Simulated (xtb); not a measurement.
benzenedithiol (C6H6S2), SMILES c1(ccc(cc1)S)S. All values are semi-empirical tight-binding results from xtb (GFN2-xTB unless named), good for trends rather than for accurate numbers. The structure is a stationary point at GFN2-xTB. One conformer was computed; it need not be the lowest.

Optimised geometry:

```xyz
14

S     -3.1529     0.0021     0.0642
C     -1.3863    -0.0003     0.0110
C     -0.6909    -0.0001    -1.1903
C      0.6909     0.0001    -1.1903
C      1.3863     0.0003     0.0110
S      3.1529    -0.0021     0.0642
C      0.6892    -0.0001     1.2147
C     -0.6892     0.0001     1.2147
H     -3.3349    -0.0305    -1.2552
H     -1.2230     0.0000    -2.1307
H      1.2230     0.0000    -2.1307
H      3.3349     0.0305    -1.2552
H      1.2340    -0.0006     2.1461
H     -1.2340     0.0006     2.1461
```
Charge 0, spin multiplicity 1.

Computed properties:
```
Item                                              Value
----------------------------------------  -------------
point group as xtb finds it                         C2v
orbital gap                                     3.40 eV
zero-point energy                         59.3 kcal/mol
G − E(el) at 298.15 K (modified RRHO)     38.9 kcal/mol
static polarisability (D4 model)            106.9 bohr³
solvation energy, GFN2-xTB/ALPB(water)    -1.1 kcal/mol
solvation energy, GFN2-xTB/ALPB(toluene)  -7.5 kcal/mol
```

Computed atomic charges and the Wiberg bond orders between heavy atoms:
charges (e) S1 -0.23, C2 0.05, C3 -0.04, C4 -0.04, C5 0.05, S6 -0.23, C7 -0.03, C8 -0.03, H9 0.17, H10 0.04, H11 0.04, H12 0.17, H13 0.05, H14 0.05. Bond orders S1–C2 1.05, C2–C3 1.39, C3–C4 1.45, C4–C5 1.39, C5–S6 1.05, C5–C7 1.38, C2–C8 1.38, C7–C8 1.47.
